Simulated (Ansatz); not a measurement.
Reaction (atomization): `C[S][AlH][Cl]` → Al• + C• + Cl• + 4 H• + S•

Gas-phase electronic energies from Ansatz, PBE0-D4/def2-TZVP geometries. CCSD(T)/CBS is the MP2 limit (def2-TZVPP, def2-QZVPP) plus CCSD(T) − MP2 in def2-TZVPP, frozen cores. This one scheme is used for every species, atoms too. Functionals use def2-TZVPP. HSE06 is defined as in plane-wave codes. No spin–orbit coupling; open shells (•) take unrestricted orbitals. Spin–orbit coupling would lower the free atoms: a little for Al, C, Cl, S. One conformer a species, not always the lowest.

`C[S][AlH][Cl]`:

Z-matrix (Å, degrees):
```
C
S 1 1.824
H 1 1.091 2 112.0
H 1 1.089 2 108.6 3 120.5
H 1 1.089 2 108.7 3 -120.5
Al 2 2.158 1 100.1 3 0.2
Cl 6 2.092 2 118.0 1 180.0
H 6 1.574 2 120.9 1 -0.0
```

```csv
level,ΔE (eV)
r2SCAN-D4,27.73
r2SCAN0,27.36
HSE06,27.39
LC-ωPBE,27.27
```

(1) What does CCSD(T)/CBS give? (Best estimate.)

Largest T1 diagnostic among the species: 0.018.

## Answers

(1) Computed: +27.60 eV. The listed levels differ from it by 0.13, -0.24, -0.21, -0.33 eV.

At CCSD(T), def2-SVP lies −1.75 eV from the extrapolated value and def2-TZVPP −0.79 eV: correlation converges slowly with the basis, and small sets miss more of it in the bonded molecule than in its fragments. From r2SCAN to r2SCAN0 (25 % exact exchange), in def2-TZVPP and without D4, ΔE moves by −0.33 eV: exact exchange takes away binding that semilocal exchange gives to molecules. Leaving LDA and LC-ωPBE aside and taking each functional with its dispersion term where it has one, the values, not all of them listed here, spread over 1.12 eV, from BHLYP-D4 to B97M-V. LDA lies +3.34 eV from PBE without D4, its usual overbinding.

For atomizations the MP2-based limit and the directly extrapolated one differ by several kJ/mol either way, and by 10 to 25 for some Ge, Se and Sn compounds, so smaller differences from it don't rank the levels.
